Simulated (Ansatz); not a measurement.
```yaml
crystal:
  periodic: [false, false, false]
  atoms:
    - {symbol: B, position_ang: [-0.609300, 1.978592, 2.088042]}
    - {symbol: In, position_ang: [-0.186267, 0.464934, 0.493975]}
    - {symbol: Cl, position_ang: [2.235444, 0.481179, 0.373057]}
    - {symbol: B, position_ang: [-0.650675, -1.082033, -1.085059]}
    - {symbol: N, position_ang: [0.481827, -1.593278, -1.681793]}
    - {symbol: H, position_ang: [-0.668773, 1.666582, 3.240974]}
    - {symbol: H, position_ang: [-0.746806, 3.136719, 1.823615]}
    - {symbol: H, position_ang: [-1.730657, -1.468960, -1.423997]}
    - {symbol: H, position_ang: [1.411827, -1.290407, -1.421237]}
    - {symbol: H, position_ang: [0.463392, -2.293328, -2.407576]}
basis:
  gaussian: {orbitals: def2-TZVP, fitting: {mean_field: cc-pVTZ-jkfit}}
hamiltonian: {xc: {name: SPW92}}
accuracy: high
scf: {lower_state_search: off}
```

```sh
$ ansatz run in.yaml --threads 4 --pin off --events-out ev --progress --plain --max-ram 10444MiB
```

Output, abridged:

```
Functional definition: SPW92
Error: <dir> the basis set cc-pVTZ-JKFIT has no functions for In
```
